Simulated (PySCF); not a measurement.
A structure optimised at PBE-D3(BJ)/def2-SVP, used in a PySCF frequency run:

```
C
O 1 1.4127
H 2 0.9753 1 106.99
H 1 1.1188 2 111.42 3 64.91
C 1 1.5530 4 109.49 2 -125.59
H 5 1.1079 1 118.53 4 31.79
H 5 1.1132 6 108.52 1 -122.74
C 1 1.5666 4 109.36 2 132.45
H 8 1.1077 1 119.11 4 -29.81
H 8 1.1129 9 109.12 1 124.98
B 8 1.5847 9 123.50 10 131.57
O 11 1.3576 8 131.35 9 -35.26
H 12 0.9754 11 111.83 8 174.94
```
Charge 0, spin multiplicity 1.

Question: Write its SMILES and formula.

Answer: OB1CC(O)C1, C3H7BO2

Question: What are its rotational constants (standard atomic weights)?

Answer: 9.4432, 2.2430, 1.9240 GHz
